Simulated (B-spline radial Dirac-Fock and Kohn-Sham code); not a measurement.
**Dipole and non-dipole photoemission parameters of Rb 5s**

System: the Rb atom, configuration [Kr] 5s1; threshold 3.96 eV (orbital energy of the model). Model: Dirac-Hartree-Slater photoionisation with a Latter tail; cross sections with all multipoles, angular parameters from the dipole term and its interference with E2. Program: a radial atomic solver.

For linearly polarised light dσ/dΩ = σ/(4π) [1 + β P₂(cos θ) + (δ + γ cos²θ) sin θ cos φ], with θ from the polarisation vector and φ the angle between the beam and the projection of the electron momentum on the plane normal to the polarisation.

```
hν (eV)    σ (kb)      β       γ
   52.5      11.1  1.985   0.046
     60      10.2  1.987   0.073
     80      8.10  1.990   0.131
    114      5.52  1.993   0.196
    120      5.17  1.993   0.203
    126      4.84  1.994   0.210
    203      2.40  1.995   0.236
    287      1.40  1.996   0.220
    400     0.836  1.996   0.182
    464     0.661  1.997   0.158
    499     0.589  1.997   0.145
    800     0.269  1.997   0.041
    827     0.254  1.997   0.033
    961     0.196  1.997   0.000
   1300     0.115  1.998  -0.054
 1486.9    0.0901  1.998  -0.069
   1580    0.0806  1.998  -0.073
   2330    0.0389  1.998  -0.051
   2360    0.0379  1.998  -0.049
   3160    0.0214  1.998   0.041
   3810    0.0146  1.998   0.134
   4370    0.0110  1.998   0.221
   5570   0.00659  1.998   0.415
   6000   0.00561  1.998   0.484
   6660   0.00447  1.998   0.589
 8047.8         ?      ?       ?
   8630   0.00251  1.998   0.887
 9251.7   0.00214  1.997   0.977
  13300  0.000914  1.997   1.516
  15000  0.000683  1.997   1.717
```

**Question.** Give the values at Cu Kα (8047.8 eV).

**Answer.** σ = 0.00293 kb, β = 1.998, γ = 0.801. For an s subshell δ is negligible.

Values without a named source are computed, but for edge energies of neutral atoms, which are taken from tables.
